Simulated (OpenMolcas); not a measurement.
## Ni4+, Pd4+, Pt4+: d6 down the group

```
Program             : OpenMolcas
Method              : CASSCF
Basis               : ANO-R2
Scalar Hamiltonian  : X2C, finite nucleus
Spin-orbit coupling : RASSI with atomic mean-field integrals over the reference wave functions, term energies averaged over their components
```

Active space for each ion: 6 electrons in 5 orbitals (d).

Computed levels in cm-1 above 5D4:

```
                               Level   Ni4+   Pd4+   Pt4+
                                 5D3    846   2024   7401
                                 5D2   1433   3167   7216
                                 5D1   1809   3930  11142
                                 5D0   1993   4291  11564
                                 3H6  29631  22140  23762
                                 3H5  30050  22677  23840
                              3F3(1)  34339  25851  28498
                              3F2(1)  34708  26767  29654
                              3P1(1)  34747  28985  45193
weight of 5D in the lowest level (%)    100     98     84
```

Mixed levels, with the weight of the term that names them: Pt4+ 5D2 (67 %), Pt4+ 3H5 (54 %), Pt4+ 3F3(1) (53 %), Pt4+ 3F2(1) (73 %), Pt4+ 3P1(1) (68 %).

Measured, with the error of the calculation in %. Measured levels: Ni4+ from Corliss and Sugar, J. Phys. Chem. Ref. Data 10, 197 (1981).

| Level | Ni4+ |
| --- | --- |
| 5D3 | 890 (-5.0) |
| 5D2 | 1490 (-3.8) |
| 5D1 | 1872 (-3.3) |
| 5D0 | 2058 (-3.1) |
| 3H6 | 27111 (+9.3) |
| 3H5 | 27578 (+9.0) |
| 3F3(1) | 29571 (+16.1) |
| 3F2(1) | 29899 (+16.1) |
| 3P1(1) | 28698 (+21.1) |

The fine-structure level 5D0 changes by a factor of 5.8 from Ni4+ to Pt4+.

Without spin-orbit coupling 3H lies 29214, 21156, 19547 cm-1 above 5D in that order; the difference to the level 3H6, of either sign, comes from spin-orbit coupling, which also lowers the zero.

Without dynamic correlation excited terms often stand tens of per cent too high (terms of higher spin than the ground term too low), and those without a measured partner can miss by more than the paired ones. Measured partners are found by configuration, term and J. A level has none where our copy of the source lacks it or the pairing is in doubt (some pairs that miss far off the trend of their configuration count as doubtful), and it then counts in no deviation. Levels of configurations outside the active space are missing.

A number in round brackets counts repeated terms of one configuration in the order of the reference energies.
